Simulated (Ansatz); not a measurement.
Species: COW, net charge 0, quintet state. The spin state was set by rule; other spins were not relaxed. SMILES: [O+]#[C-]->[W]
Coordinates optimised at B3LYP-D3(BJ)/def2-TZVP (Ansatz, a quantum-chemistry and plane-wave program):
```xyz
3

W      0.0000     0.0000    -0.4123
O      0.0000     0.0000     2.6797
C      0.0000     0.0000     1.5119
```
Charge 0, spin multiplicity 5.

Quantity: vertical electron affinity (to the quartet state of charge -1; a negative value means that the extra electron is unbound and the number depends on the basis; each state is the SCF solution reached for its spin; the UHF <S^2> is 4.97 for the quartet (pure: 3.75) and 6.60 for the quintet (pure: 6.00); for the quartet T1 is 0.090; for the quintet T1 is 0.059), in eV. Valence correlation only, unless marked. Open shells are spin-unrestricted. Spin-orbit coupling is left out. Frozen are the shells of the preceding noble gas and the d and f shells that filled before the atom's block. Past Kr the def2 sets carry scalar-relativistic core potentials. Anions need diffuse functions: def2-D sets add few. 

```tsv
level	program	vertical electron affinity (eV)
SVWN5/def2-TZVPD	Ansatz	1.49
PBE/def2-TZVPD	Ansatz	1.15
r2SCAN/def2-TZVPD	Ansatz	0.99
B3LYP/def2-TZVPD	Ansatz	1.31
PBE0/def2-TZVPD	Ansatz	1.04
BHLYP/def2-TZVPD	Ansatz	1.09
CAM-B3LYP/def2-TZVPD	Ansatz	1.26
wB97M-V/def2-TZVPD	Ansatz	1.25
wB97X-V/def2-TZVPD	Ansatz	1.19
wB97X/def2-TZVPD	Ansatz	1.30
CCSD/def2-SVPD	Ansatz	1.04
CCSD/def2-TZVPPD	Ansatz	1.15
CCSD(T)/def2-SVPD	Ansatz	1.14
CCSD(T)/def2-TZVPPD	Ansatz	1.28
```
